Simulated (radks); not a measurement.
Question: Species: the cadmium ion Cd3+. Configuration: [Kr] 4d8 5d1 (not the ground configuration). Calculated with a radial shooting solver on a logarithmic mesh with Libxc functionals: scalar-relativistic Kohn-Sham, LDA (Slater exchange, Perdew-Zunger correlation), spin-polarised, spherical densities, point nucleus; open shells are filled with parallel spins first (spin-orbit coupling, left out, can overturn this in heavy ions). Some entries of the table are withheld. Estimate them.

orbital  occ.  eigenvalue (eV)  r(max) (bohr)  <r^2> (bohr^2)
1s up       1        -26540.05        0.01970        0.001252
1s down     1        -26540.03        0.01970        0.001252
2s up       1        -3981.116         0.1114         0.02047
2s down     1        -3980.636         0.1113         0.02047
2p up       3        -3579.258        0.08900         0.01612
2p down     3        -3578.877        0.08900         0.01612
3s up       1        -779.2561         0.3242          0.1474
3s down     1        -778.9256         0.3243          0.1473
3p up       3        -647.4574         0.3173          0.1484
3p down     3        -647.0999         0.3173          0.1483
3d up       5        -440.6291         0.2654          0.1335
3d down     5        -440.1573         0.2654          0.1334
4s up       1        -151.5376         0.7925          0.8585
4s down     1        -149.8981         0.7919          0.8582
4p up       3        -112.1977         0.8403           1.017
4p down     3        -110.5469         0.8397           1.017
4d up       5              (1)         0.9561           1.576
4d down     3              (2)         0.9563           1.585
5d up       1         -17.5222          3.151           13.40
5d down     0         -16.2183          3.165           13.99

Answer: 
(1) 4d up eigenvalue (eV): -54.9467
(2) 4d down eigenvalue (eV): -53.3543
